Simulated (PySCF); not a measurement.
These are TPSSh-D3(BJ)/def2-TZVP (PySCF 2.14.0) values and carry that method's errors. Gas-phase values, no solvent. 

Reference species (SMILES): `[AlH2][OH]` (neutral, multiplicity 1).

```
Property    Result
--------  --------
HOMO      -7.35 eV
LUMO      -1.07 eV
```

Changed species: `[AlH3]` (0 of 3 H replaced by OH; the reference has 1 of 3 H replaced by OH).

Q: Predict the effect on the HOMO and LUMO.

A: the HOMO falls by 0.70 eV, to -8.05 eV; the LUMO decreases by 0.94 eV, to -2.01 eV.
